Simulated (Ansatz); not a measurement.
The cluster Zr2Si2⁻. Charge -1, multiplicity 2. Geometry B3LYP-D4/def2-SVP, that of the neutral singlet.

```
atom    x (Å)    y (Å)    z (Å)
 Zr1  -0.7588  -1.3905  -0.3399
 Zr2  -0.5794   1.0053   1.1307
 Si3   1.3966  -0.4310   0.5318
 Si4  -0.0583   0.8162  -1.3227
```

In the def2 sets Zr takes a core potential; there is no spin–orbit coupling. At PBE-D4/def2-TZVPD, r2SCAN-D4/def2-TZVPD the highest occupied level of the charge -1 doublet lies above zero (up to 0.49 eV). Its loss leaves the charge 0 singlet, which lies 1.37 eV higher (vertical, at PBE-D4/def2-TZVPD), but this difference is unsure: the singlet is doubtful (at the level of its geometry, restricted singlet, unstable towards broken spin symmetry at other levels and untested here). At r2SCAN-D4/def2-TZVPD the charge -1 doublet is spin-contaminated (final ⟨S²⟩ up to 1.28, 0.75 for a pure state). The structure comes from a short search, and lower isomers may exist.

**Question.** Estimate the α-spin orbital energies around the gap (eV) in Ansatz with PBE-D4/def2-TZVPD, r2SCAN-D4/def2-TZVPD, PBE0-D4/def2-TZVPD.

**Answer.** 
| orbital | PBE-D4/def2-TZVPD | r2SCAN-D4/def2-TZVPD | PBE0-D4/def2-TZVPD |
| --- | --- | --- | --- |
| HOMO−5 | -1.30 | -1.44 | -2.03 |
| HOMO−4 | -1.12 | -1.25 | -1.91 |
| HOMO−3 | -0.37 | -0.45 | -1.08 |
| HOMO−2 | -0.03 | -0.23 | -0.76 |
| HOMO−1 | 0.01 | -0.17 | -0.68 |
| HOMO | 0.49 | 0.25 | -0.25 |
| LUMO | 0.87 | 1.13 | 1.51 |
| LUMO+1 | 1.12 | 1.21 | 1.54 |
| LUMO+2 | 1.51 | 1.74 | 2.07 |
| LUMO+3 | 1.62 | 1.78 | 2.24 |
| LUMO+4 | 1.82 | 1.89 | 2.34 |
| LUMO+5 | 1.91 | 2.02 | 2.44 |
| β HOMO | 0.21 | 0.06 | -0.37 |
| β LUMO | 1.08 | 1.12 | 1.62 |
